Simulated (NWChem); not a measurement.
System meant: ZnCl₂; SMILES [Cl][Zn][Cl]

Here is an NWChem input.

```
start job
memory heap 200 mb stack 900 mb global 1100 mb
geometry units angstroms noautoz
  Zn     0.000000     0.000000    -0.114476
  Cl     2.097028     0.000000    -0.114558
  Cl    -2.097028     0.000000    -0.114558
end
basis spherical
  * library def2-svp
end
dft
  xc b3lyp
  iterations 4
  mulliken
end
task dft energy
```

End of the output:

```
    Atom       Charge   Shell Charges
 -----------   ------   -------------------------------------------------------
    1 Zn  30    29.54   2.00  2.00  1.95  0.65  0.19  5.99  5.91  0.87  7.78  2.21  0.00
    2 Cl  17    17.23   2.00  1.96  1.07  0.84  5.82  2.26  3.28  0.02
    3 Cl  17    17.23   2.00  1.96  1.07  0.84  5.82  2.26  3.28  0.02

 center of mass
 --------------
 x =   0.00000000 y =   0.00000000 z =   0.00000000

 moments of inertia (a.u.)
 ------------------
        1098.291129500533           0.000000000000           0.000000000000
           0.000000000000        1098.291129500533           0.000000000000
           0.000000000000           0.000000000000           0.000000000000

     Multipole analysis of the density
     ---------------------------------

     L   x y z        total         alpha         beta         nuclear
     -   - - -        -----         -----         ----         -------
     0   0 0 0     -0.000000    -32.000000    -32.000000     64.000000

     1   1 0 0     -0.000000     -0.000000     -0.000000      0.000000
     1   0 1 0      0.000000      0.000000      0.000000      0.000000
     1   0 0 1      0.000000      0.000000      0.000000      0.000000

     2   2 0 0    -27.393283    -13.696641    -13.696641      0.000000
     2   1 1 0     -0.000000     -0.000000     -0.000000      0.000000
     2   1 0 1     -0.000000     -0.000000     -0.000000      0.000000
     2   0 2 0    -27.393283    -13.696641    -13.696641      0.000000
     2   0 1 1      0.000000      0.000000      0.000000      0.000000
     2   0 0 2    -35.869670   -284.900280   -284.900280    533.930890

 ------------------------------------------------------------------------
 dft energy failed                                                                                  0
 ------------------------------------------------------------------------
 ------------------------------------------------------------------------
  current input line :
    16: task dft energy
 ------------------------------------------------------------------------
 ------------------------------------------------------------------------
 This type of error is most commonly associated with calculations not reaching convergence criteria
 ------------------------------------------------------------------------
 For more information see the NWChem manual at https://nwchemgit.github.io

0:dft energy failed:Received an Error in Communication
```

**Question.** What is wrong, and how is it mended?

**Answer.** The run did not converge; its last values are not results. Cause: the SCF was allowed too few iterations. This input runs:
```
start job
memory heap 200 mb stack 900 mb global 1100 mb
geometry units angstroms noautoz
  Zn     0.000000     0.000000    -0.114476
  Cl     2.097028     0.000000    -0.114558
  Cl    -2.097028     0.000000    -0.114558
end
basis spherical
  * library def2-svp
end
dft
  xc b3lyp
  iterations 150
  mulliken
end
task dft energy
```
It converges to -2699.42661 Ha (B3LYP/def2-SVP).
